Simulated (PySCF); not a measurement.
Ge(H)(F)2(vinyl) (C₂H₄F₂Ge), SMILES C=[CH][GeH]([F])[F].

The structure is a stationary point at ωB97X-D3(BJ)/def2-SVP. Other conformers were not sampled.

Two levels are set side by side: TDDFT-PBE/def2-SVPD (PySCF) and TDDFT-ωB97X/def2-SVPD (PySCF). Vertical, same geometry. The lowest singlet is HOMO−1→LUMO 98 % with PBE and HOMO−1→LUMO 88 % with the other functional; states are paired by order. Differences are taken from unrounded values.

```csv
quantity,TDDFT-ωB97X
lowest singlet excitation (eV),6.86
lowest triplet excitation (TDA) (eV),4.36
first bright state (f over 0.05) (eV),7.35
its oscillator strength,0.38
```

### Question
What does TDDFT-PBE give, and how far is it from TDDFT-ωB97X? (The exact figures need the calculation; the answer reports its results.)

### Answer

| quantity | TDDFT-PBE | TDDFT-PBE minus TDDFT-ωB97X |
|---|---|---|
| lowest singlet excitation (eV) | 5.95 | -0.91 |
| lowest triplet excitation (TDA) (eV) | 4.37 | 0.01 |
| first bright state (f over 0.05) (eV) | 6.85 | -0.51 |
| its oscillator strength | 0.17 | -0.22 |

Functionals without exact exchange tend to place singlet excitations lower, as here. Differences between two approximate levels are no errors against the true value.

Rough cost on one machine, each run with all the roots and properties that it gave: TDDFT-ωB97X against TDDFT-PBE about 8 times.
